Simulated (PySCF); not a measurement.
# Reading the logs of faulty runs: BCH6OSi

Calculated results; nothing here was measured. The program is PySCF 2.14.0, an open-source quantum chemistry code, run on an isolated molecule that a program drew, which may never have been made. The molecule is BCH6OSi (charge 0, doublet), drawn as the SMILES string `[BH]OC[SiH3]`.

Each row is a Hartree-Fock (HF) and frozen-core CCSD(T) single point in the cc-pV(D+d)Z basis, meant for a local HF minimum. Run 1 is clean. Each other run has one planted mistake out of seven kinds, and not every kind appears here: one electron removed, one electron added, multiplicity raised by two, geometry at a saddle point, minimal basis STO-3G, one bond length entered in bohr, all coordinates scaled. The reference is restricted for singlets and unrestricted otherwise, and also for a bond in bohr. Adding or removing an electron swaps singlet and doublet. Electrons count all cores. HOMO and LUMO are orbital energies over both spins, the gradient is its largest component, and the lowest frequency (negative if imaginary) is given only where the gradient is small. Bond lengths are over the 9 bonds as drawn. T1 is the CCSD diagnostic: over 0.02 (restricted) or 0.045 (unrestricted) a single reference is doubtful.

Geometry of the clean run:
```xyz
10
BCH6OSi, angstrom
B    -0.9970   -1.4414   -2.3509
O     0.2403   -1.8251   -2.0863
C     1.4124   -1.0178   -2.0093
Si    1.2908    0.8425   -2.4102
H    -1.3398   -0.3093   -2.5847
H     1.8138   -1.1294   -0.9992
H     2.1494   -1.4645   -2.6805
H     0.8194    1.0749   -3.7924
H     2.6809    1.3406   -2.2755
H     0.4225    1.5609   -1.4531
```

```
run  electrons  basis functions  <S^2>  HOMO (eV)  LUMO (eV)  gradient (hartree/bohr)  lowest frequency (cm^-1)  mean bond (Å)  longest bond (Å)      T1  HF (hartree)  CCSD(T) (hartree)                     mistake
  1         39               95  0.754      -8.84       3.21                  3.1e-05                        46         1.3872             1.907  0.0159    -429.80512         -430.36374                    no fault
  2         39               95  3.764      -5.98      -0.96                  2.0e-01                         -         1.3872             1.907  0.0350    -429.58308         -430.10400  multiplicity raised by two
  3         40               95  0.000       1.01       7.89                  8.7e-02                         -         1.3872             1.907  0.0205    -429.72089         -430.31938                           ?
  4         39               95  0.754      -8.92       3.14                  1.4e-02                         -         1.4067             1.934  0.0164    -429.80336         -430.36444                           ?
```

**Which mistake was planted in run 3, and what did it cost?**

It counts 40 electrons, one more than the clean run, at the same geometry and basis. So the mistake is: one electron added. Subtracting run 1 and multiplying by 627.51 kcal/mol a hartree, the energy moved by 52.9 kcal/mol in HF and 27.8 kcal/mol in CCSD(T).

**Which mistake was planted in run 4, and what did it cost?**

The mean and the longest bond both change by the same factor, 1.014, and the gradient is no longer small. So the mistake is: all coordinates scaled. Subtracting run 1 and multiplying by 627.51 kcal/mol a hartree, the energy moved by 1.1 kcal/mol in HF and -0.4 kcal/mol in CCSD(T).

Cautions from the logs. Run 3: T1 is over the limit, so its CCSD(T) energy is less reliable and the HOMO is above zero, so the electron isn't bound and the energy depends on the basis.
